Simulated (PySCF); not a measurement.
**Te⁻ (tellurium, charge -1): UHF calculation**

Configuration: [Kr] 4d10 5s2 5p5, 2P determinant. Calculation: PySCF 2.14, in aug-cc-pVQZ-DK3; scalar relativity by spin-free X2C-1e.

| Item | Value |
| --- | --- |
| Total energy | -6790.632510 hartree |
| One-electron energy | -9333.6095 hartree |
| Hartree (Coulomb) energy | 2718.0577 hartree |
| Exchange energy | -175.0808 hartree |
| ⟨S²⟩ | 0.7639 |
| ⟨L²⟩ | 2.061 |
| Sum of ⟨r⟩ | 41.73 bohr |
| Sum of ⟨r²⟩ | 82.21 bohr² |
| Traceless quadrupole moment −½Σ⟨3z² − r²⟩ along its main axis | 4.32 e·bohr² |
| Langevin diamagnetic susceptibility | -65.1 ×10⁻⁶ cm³/mol |

```
shell  electrons  mean orbital energy (eV)  spread (eV)  rms radius, mean of both spins (bohr)
 1s α          1                  -31959.1            0                                 0.0318
 1s β          1                  -31959.1            0                                 0.0318
 2s α          1                   -4992.3            0                                  0.130
 2s β          1                   -4992.3            0                                  0.130
 2p α          3                   -4477.2        0.063                                  0.116
 2p β          3                   -4477.1        0.022                                  0.116
 3s α          1                   -1029.5            0                                  0.343
 3s β          1                   -1029.4            0                                  0.343
 3p α          3                   -857.45        0.185                                  0.343
 3p β          3                   -857.37        0.010                                  0.343
 3d α          5                   -596.33        0.152                                  0.322
 3d β          5                   -596.31        0.100                                  0.322
 4s α          1                   -186.16            0                                  0.814
 4s β          1                   -186.03            0                                  0.814
 4p α          3                   -130.26        0.439                                  0.877
 4p β          3                   -130.10        0.017                                  0.877
 4d α          5                   -45.917        0.488                                   1.05
 4d β          5                   -45.798        0.264                                   1.05
 5s α          1                   -14.736            0                                   2.36
 5s β          1                   -12.577            0                                   2.36
 5p α          3                    -3.002        1.446                                   3.22
 5p β          2                    -2.067            0                                   3.22
```

Densities and radii are taken from the X2C orbitals without a picture-change correction, which distorts them close to the nucleus.

Spin-orbit constants ζ (cm⁻¹) from the X2C one-electron operator on these orbitals: bare nucleus, nucleus screened by l(l+1)(2l+1)/3 electrons, and screened by the Breit-Pauli mean field of the electrons.

```json
{"shell": "2p", "bare": "1466000", "screened nucleus": "1409000", "mean field": "n/a"}
{"shell": "3p", "bare": "276700", "screened nucleus": "266100", "mean field": "n/a"}
{"shell": "3d", "bare": "41910", "screened nucleus": "33850", "mean field": "n/a"}
{"shell": "4p", "bare": "49970", "screened nucleus": "48050", "mean field": "n/a"}
{"shell": "4d", "bare": "5570", "screened nucleus": "4499", "mean field": "n/a"}
{"shell": "5p", "bare": "3445", "screened nucleus": "3313", "mean field": "n/a"}
```

To first order the Landé constant is A = -3313 cm⁻¹, so the lowest level has J = 3/2 and lies 0.205 eV below the centre of the term. First order in ζ underestimates the shift of the j = l − 1/2 level at high Z.
